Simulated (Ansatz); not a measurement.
Consider the formal exchange of groups at a Ge–Si bond: `O[SiH](S)[GeH3]` + `[GaH3]` → `[GaH2][GeH3]` + `O[SiH2]S`.

Calculated with Ansatz (gas phase, PBE0-D4/def2-TZVP geometries, no zero-point term in ΔE). CCSD(T)/CBS is the MP2 limit (def2-TZVPP, def2-QZVPP) plus CCSD(T) − MP2 in def2-TZVPP, frozen cores. DFT in def2-TZVPP. For Ga, Ge outer-core shells are correlated without core-valence functions, which leaves a few kJ/mol of doubt a bond. Scalar relativity is left out up to krypton. Each species was taken in one conformer, which may not be the lowest.

```tsv
level	ΔE (eV)
B2PLYP	-0.38
CCSD/def2-TZVPP	-0.38
SCS-MP2/def2-QZVPP	-0.36
CCSD/CBS(def2)	-0.37
```

Task: What does CCSD(T)/CBS give? (Best estimate.)

Result: Computed: -0.35 eV. The listed levels differ from it by -0.03, -0.03, -0.01, -0.02 eV.

Largest T1 diagnostic among the species: 0.013.

The D4 term adds +0.06 eV with B3LYP and +0.04 eV with PBE0; it sums over pairs of atoms, weighted by their polarisabilities, and B3LYP, whose exchange is more repulsive, gets the larger term. In def2-TZVPP, CCSD(T) changes the Hartree–Fock value by +0.07 eV (the triples alone add +0.02 eV) and MP2 by +0.07 eV.

B3LYP here is the variant with VWN-RPA as its local correlation; programs differ in this.
